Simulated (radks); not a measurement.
All-electron atom: the cadmium ion Cd+ in [Kr] 4d10 5s1. Calculated with a radial shooting solver on a logarithmic mesh with Libxc functionals: Dirac Kohn-Sham, PBE, spin-unpolarised, spherical densities, point nucleus.

Unscreened Slater integrals over Kohn-Sham orbitals (hartree). Large and small components are both included.

F0(5s1/2,5s1/2): 0.34050
F0(5s1/2,4d5/2): 0.41787
G2(5s1/2,4d5/2): 0.066747
F0(5s1/2,4d3/2): 0.41875
G2(5s1/2,4d3/2): 0.064359
F0(5s1/2,4p3/2): 0.43163
G1(5s1/2,4p3/2): 0.025714
F0(4d5/2,4d5/2): 0.71198
F2(4d5/2,4d5/2): 0.35074
F4(4d5/2,4d5/2): 0.22822
F0(4d5/2,4d3/2): 0.71709
F2(4d5/2,4d3/2): 0.35336
G2(4d5/2,4d3/2): 0.35316
G4(4d5/2,4d3/2): 0.22989
F0(4d5/2,4p3/2): 0.80078
F2(4d5/2,4p3/2): 0.39261
G1(4d5/2,4p3/2): 0.49465
G3(4d5/2,4p3/2): 0.30179
F0(4d3/2,4d3/2): 0.72230
F2(4d3/2,4d3/2): 0.35613
F0(4d3/2,4p3/2): 0.80788
F2(4d3/2,4p3/2): 0.39776
G1(4d3/2,4p3/2): 0.50241
G3(4d3/2,4p3/2): 0.30673
F0(4p3/2,4p3/2): 0.92762
F2(4p3/2,4p3/2): 0.48540
